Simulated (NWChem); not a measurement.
Species: SiHClF₂; SMILES F[SiH](Cl)F

Results from NWChem. Geometry: optimised at PBE0/def2-SVP. Level: PBE0/def2-SVP with SMD (1 M gas to 1 M solution), gas-phase geometry. Reactions with the solvent are ignored.

For solvent water:

```
Property                                     Value
-------------------------------------------  -----
solvation free energy (kcal/mol)               0.4
cavity-dispersion-structure term (kcal/mol)    2.5
dipole in solution (D)                        1.67
```

**Question.** Estimate the same quantities for solvent n-hexane.

**Answer.** The solvation free energy (kcal/mol) comes out as -1.8 and the cavity-dispersion-structure term (kcal/mol) is -0.9. The dipole in solution (D) comes out as 1.49.
